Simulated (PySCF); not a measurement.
## MBr for M along group 14

HF with double-zeta basis sets in PySCF, for the lowest determinant that a PBE0 search found; no spin–orbit coupling. De refers to high-spin ground-configuration atoms. A positive dipole means M(−)Br(+).

| M | basis | reference | state (unpaired electrons) | Re (Å) | ωe (cm⁻¹) | De (eV) | μ (D) |
| --- | --- | --- | --- | --- | --- | --- | --- |
| C | def2-SVP | UHF | doublet (π ↑) | 1.832 | 732 | 1.57 | 1.07 |
| Si | pcseg-1 | UHF | doublet (π ↑) | 2.274 | 408 | 2.47 | -1.61 |
| Ge | cc-pVDZ-PP | UHF | doublet (π ↑) | 2.361 | 285 | 2.23 | -2.49 |
| Sn | def2-SVP | UHF | doublet (π ↑) | 2.563 | 241 | 2.23 | -3.28 |
| Pb | def2-SVP | UHF | doublet (π ↑) | 2.667 | 207 | 2.09 | -4.53 |

The shortest bond is that of CBr (1.832 Å), the longest that of PbBr (2.667 Å).

The rows differ in basis set, which adds steps of its own.

Down a group the atoms grow and get heavier, so bonds lengthen and wavenumbers fall; this series shows no clear exception.

Spin–orbit coupling is left out, which matters for elements this heavy, above all for dissociation energies. Hartree–Fock leaves out correlation, which carries a large part of most bond energies and some tenths to 1 eV of ionisation energies. States were picked by a PBE0 search and need not be the measured ground states.
